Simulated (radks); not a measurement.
Coulomb parameter of the 5d shell of neutral platinum in the model configuration [Xe] 4f14 5d9 6s1, as a second difference U = [E(n + 0.5) + E(n - 0.5) - 2 E(n)] / (0.5)^2 with all orbitals relaxed. "Bare": the charge of the atom changes with n. "Screened": the 6s shell takes up the change at fixed total charge, which measures U(5d,5d) + U(6s,6s) - 2 U(5d,6s). Calculated with a radial shooting solver on a logarithmic mesh with Libxc functionals: Dirac Kohn-Sham, LDA (Slater exchange, Perdew-Wang correlation), spin-unpolarised, spherical densities, finite nucleus; open shells are shared between the two j in proportion to 2j + 1; Fermi nuclear charge, rms radius 5.427 fm.

case                   configuration  E - E(n) (eV)
start              [Xe] 4f14 5d9 6s1          0.000
bare +0.5        [Xe] 4f14 5d9.5 6s1         -2.086
bare -0.5        [Xe] 4f14 5d8.5 6s1          4.425
screened +0.5  [Xe] 4f14 5d9.5 6s0.5         -0.104
screened -0.5  [Xe] 4f14 5d8.5 6s1.5          0.349

U(bare) = 9.358 eV, U(screened by 6s) = 0.981 eV. The step up makes a negative ion, whose loosely bound charge lowers the bare value.
